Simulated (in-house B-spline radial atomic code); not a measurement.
A fraction x of an electron is removed from 2s in Al V (Al4+), starting from [He] 2s2 2p5 and keeping the highest spin. Level of theory: non-relativistic BP86, spin-polarised, spherical fractional occupations, point nucleus; calculated with a radial B-spline atomic code at the basis-set limit.

```
   x  E(x) - E(0) (eV)  2s down level (eV)
   0            0.0000            -174.391
0.03            5.2462            -175.355
0.21                 ?                   ?
0.37           66.7310            -186.336
 0.5           91.2290            -190.558
0.57          104.6477            -192.835
0.66          122.1347            -195.767
0.81                 ?                   ?
0.97          184.3899            -205.884
   1          190.5811                   -
```

Problem. What belongs in the row x = 0.21?

Solution. An energy change of 37.3318 eV; 2s down at -181.157 eV.

Problem. What belongs in the row x = 0.81?

Solution. An energy change of 151.8666 eV; 2s down at -200.659 eV.

Problem. Check Janak's theorem between x = 0.37 and 0.5.

Solution. The slope of the energy is 188.45 eV; the orbital levels give 188.45 eV (-ε of the emptying orbital, averaged over the two points).
